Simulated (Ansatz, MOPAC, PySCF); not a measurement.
Complex: H2 (SMILES [H][H]) (first 2 atoms) with CH3NO (SMILES NC=O); geometry from B3LYP-D3(BJ)/def2-TZVP, rigid monomers moved along the line of their centres of mass till H1···O5 is 3.61 Å.
(charge 0, multiplicity 1):
```xyz
8

H     -0.3146    -0.2150     0.4739
H      0.0056    -0.0064    -0.1675
N      1.0287     0.7495     4.3453
C     -0.0460     0.0366     4.7616
O     -0.8374    -0.5162     4.0313
H      1.2087     0.8458     3.3590
H      1.6496     1.1864     5.0029
H     -0.1321     0.0077     5.8631
```

Counterpoise-corrected where a basis set is named; no monomer relaxation. Rows marked so take none.

Frozen-core correlation. CBS: X⁻³ extrapolation of the correlation energy, Hartree–Fock from the larger set. Rows in 3-21G, 6-311+G**, 6-31G* carry no dispersion term and start afresh at each structure (6-31G* with six Cartesian d functions). The state that AM1, PM7 reach isn't checked; PM7 holds dispersion and hydrogen-bond terms.

Programs: Ansatz (Gaussian basis) for Hartree–Fock, density functionals and correlated methods; MOPAC for AM1, PM7 (differences of heats of formation); PySCF for 3-21G rows, 6-311+G** rows, 6-31G* rows, the dispersion terms. Each number belongs to the level named beside it.

Other levels give for the interaction energy: PBE/def2-TZVPPD -0.41; B3LYP/def2-TZVPPD -0.20; B3LYP-D3(BJ)/def2-TZVPPD -0.39; wB97M-V/def2-TZVPPD -0.43; MP2/CBS(aug-cc-pVDZ, aug-cc-pVTZ) + ΔCCSD(T)/aug-cc-pVDZ -0.45 kcal/mol.

Common cheap choices:

```csv
level,interaction energy (kcal/mol),"less -0.45 (MP2/CBS(aug-cc-pVDZ, aug-cc-pVTZ) + ΔCCSD(T)/aug-cc-pVDZ)"
AM1,0.00,0.45
PM7,-0.17,0.28
HF/3-21G (no counterpoise),-0.33,0.12
HF/6-31G* (no counterpoise),-0.34,0.11
BP86/6-31G* (no counterpoise),-0.24,0.20
B3LYP/6-31G*,-0.15,0.29
B3LYP/6-311+G** (no counterpoise),-0.21,0.24
M06-2X/6-31G* (no counterpoise),-0.54,-0.10
```

Ansatz is a first-principles code.
